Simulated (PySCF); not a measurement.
# 17O chemical shifts

Method: geometry: GFN2-xTB, shielding tensors at PBE0/pcSseg-1 (GIAO), in PySCF 2.14 (no solvent model, no relativistic terms, single conformer, fast rotation and ring inversion assumed for equivalent nuclei).

Shieldings were converted by a linear fit to measured shifts: 17O: δ = 266.70 − 0.911σ (rms 10.7 ppm, 155 shifts, 12.2 ppm with the 3 outliers that the fit left out vs liquid water, solution or neat liquid). A few per cent of atoms miss by over 2 rms, more outside the fitted compound classes.

Give the 17O shifts of `CO[C@@H]([SiH3])OC1CC1`, `C[C@@]1(O[SiH3])CCOC1`, `C=C[C@@](C)(CO)O[SiH3]`, `CCO[SiH2]/C=C\OC`, `O[SiH2][C@H]1CCCOC1`, `CO[Si@H]1CCCOC1`, `CCOC[SiH]1COC1`, `C/C=C/[SiH](OC)OC`.

Answers


```tsv
compound	environment	δ (ppm)
[CH3:1][O:2][C@@H:3]([SiH3:4])[O:5][CH:6]1[CH2:7][CH2:8]1	O5: ether oxygen	62.2
[CH3:1][O:2][C@@H:3]([SiH3:4])[O:5][CH:6]1[CH2:7][CH2:8]1	O2: ether oxygen	30.3
[CH3:1][C@@:2]1([O:3][SiH3:4])[CH2:5][CH2:6][O:7][CH2:8]1	O7: ether oxygen	20.0
[CH3:1][C@@:2]1([O:3][SiH3:4])[CH2:5][CH2:6][O:7][CH2:8]1	O3: oxygen bonded to C, Si	11.9
[CH2:1]=[CH:2][C@@:3]([CH3:4])([CH2:5][OH:6])[O:7][SiH3:8]	O7: oxygen bonded to C, Si	-13.0
[CH2:1]=[CH:2][C@@:3]([CH3:4])([CH2:5][OH:6])[O:7][SiH3:8]	O6: alcohol oxygen	-21.5
[CH3:1][CH2:2][O:3][SiH2:4]/[CH:5]=[CH:6]\[O:7][CH3:8]	O7: ether oxygen	65.1
[CH3:1][CH2:2][O:3][SiH2:4]/[CH:5]=[CH:6]\[O:7][CH3:8]	O3: oxygen bonded to C, Si	-3.3
[OH:1][SiH2:2][C@H:3]1[CH2:4][CH2:5][CH2:6][O:7][CH2:8]1	O7: ether oxygen	5.4
[OH:1][SiH2:2][C@H:3]1[CH2:4][CH2:5][CH2:6][O:7][CH2:8]1	O1: oxygen bonded to Si, H	-16.2
[CH3:1][O:2][Si@H:3]1[CH2:4][CH2:5][CH2:6][O:7][CH2:8]1	O7: ether oxygen	-15.8
[CH3:1][O:2][Si@H:3]1[CH2:4][CH2:5][CH2:6][O:7][CH2:8]1	O2: oxygen bonded to C, Si	-32.5
[CH3:1][CH2:2][O:3][CH2:4][SiH:5]1[CH2:6][O:7][CH2:8]1	O3: ether oxygen	-16.9
[CH3:1][CH2:2][O:3][CH2:4][SiH:5]1[CH2:6][O:7][CH2:8]1	O7: ether oxygen	-27.9
C/C=C/[SiH](OC)OC	oxygen bonded to C, Si (×2)	-22.2
```
